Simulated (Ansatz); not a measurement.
A nudged elastic band was laid between two geometries of Cl$_{4}$H$_{4}$NOTa (11 atoms, charge 0, multiplicity 1).

The calculation used Ansatz 0.2.0, RKS PBE/def2-SVP.

- movable images: 5
- climbing image: yes
- spring: 5.0 eV/Å²
- optimiser: quadratic models (default)
- start path: through a guess of the saddle point
- force threshold: 0.05 eV/Å
- iteration limit: 60
- end points: relaxed

First end point:

```xyz
11
Properties=species:S:1:pos:R:3
Ta 0.223 -0.054 0.181
N 2.118 0.566 0.236
H 2.608 0.844 1.093
H 2.764 0.546 -0.561
Cl 0.242 0.289 2.498
Cl 0.783 -0.855 -1.991
Cl -0.896 1.851 -0.479
Cl -1.731 -1.480 0.314
O 1.088 -2.173 0.752
H 0.265 -2.708 0.848
H 1.519 -2.524 -0.056
```

Last end point:

```xyz
11
Properties=species:S:1:pos:R:3
Ta -0.091 -0.573 0.115
N 2.217 -0.033 0.110
H 2.504 0.301 1.042
H 2.416 0.721 -0.563
Cl 0.136 0.037 2.426
Cl 0.434 -1.096 -2.121
Cl -0.253 1.755 -0.357
Cl -2.366 -0.992 0.056
O 0.505 -2.300 0.692
H 0.671 -2.678 1.574
H 2.808 -0.840 -0.137
```

Question: What changes between the two ends?

Answer: Bonds broken: O9–H11. Bonds formed: N2–H11.

Question: What energy profile does the band end with?

Answer: The run converged. The highest image is number 2 of 0 to 6, 7.9 kcal/mol above the first end and 26.9 kcal/mol above the last; the last end lies 19.0 kcal/mol below the first. Beside the main top the profile has a ripple of under 15 meV (maxima at images 2, 4), which may be a very shallow well or noise. A vibrational analysis at the climbing image gives one clearly imaginary mode, 843i cm⁻¹: a first-order saddle point. The orbitals stay closed-shell, which can raise the energy where a bond breaks towards radicals; this wasn't checked here.

```
image  path coordinate (Å)  energy (kcal/mol)  O9–H11 (Å)  N2–H11 (Å)
    0                 0.00                0.0        0.98        3.16
    1                 1.03                1.4        0.98        2.55
    2                 2.07                7.9        1.15        1.40
    3                 3.64              -18.7        2.61        1.03
    4                 5.21              -18.6        3.17        1.03
    5                 6.77              -18.7        2.86        1.03
    6                 8.34              -19.0        2.85        1.03
```

Question: What is the geometry of the highest image?

Answer: 
```xyz
11
Properties=species:S:1:pos:R:3:forces:R:3
Ta -0.004 -0.175 0.167 0.00 -0.02 0.00
N 2.141 -0.023 0.328 0.00 -0.01 0.00
H 2.526 0.525 1.108 0.01 0.01 0.00
H 2.663 0.180 -0.533 0.01 0.00 0.00
Cl 0.024 0.471 2.422 0.00 0.01 0.00
Cl 0.506 -0.773 -2.069 0.00 0.00 0.00
Cl -0.739 1.910 -0.523 -0.01 0.00 0.00
Cl -1.925 -1.487 0.298 0.00 0.00 0.00
O 0.995 -2.050 0.768 -0.03 0.01 0.00
H 0.885 -2.892 0.288 0.00 0.00 0.00
H 1.911 -1.385 0.581 0.01 0.00 0.00
```

The run took 7.7 min on 4 threads of Arm Neoverse V2, with other jobs on the host, peak memory 0.25 GiB.
